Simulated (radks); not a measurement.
Ionisation of the arsenic ion As8+, [Ar] 3d7, to [Ar] 3d6 as the strength of local exchange is varied. Calculated with a radial shooting solver on a logarithmic mesh with Libxc functionals: scalar-relativistic Kohn-Sham, Slater X-alpha exchange (alpha = 2/3 is LDA exchange), no correlation, spin-unpolarised, spherical densities, point nucleus.

alpha  E(As8+) (hartree)  exchange (hartree)  IE (eV)  -e of the level emptied (eV)  <r> of it (bohr)
0.623        -2227.41078           -67.62410   213.98                   196.68 (3d)            0.5930
0.667        -2232.19621           -72.53327   216.37                   199.01 (3d)            0.5903
0.735        -2239.60919           -80.15466   220.11                   202.64 (3d)            0.5862
0.736        -2239.71836           -80.26706   220.16                   202.69 (3d)            0.5861
0.955        -2263.73622          -105.09875   232.44                   214.64 (3d)            0.5734
1.024        -2271.34859          -113.01227   236.39                   218.49 (3d)            0.5696

NIST Atomic Spectra Database: 213 +/- 2.2 eV (theoretical). The central value is not met in this range of alpha. Spin polarisation and multiplet splitting are left out, so open shells lie too high by an amount that depends on their filling.

Beside tabulated values, note that spin-unpolarised runs miss the spin-polarisation part of the exchange energy of open shells.
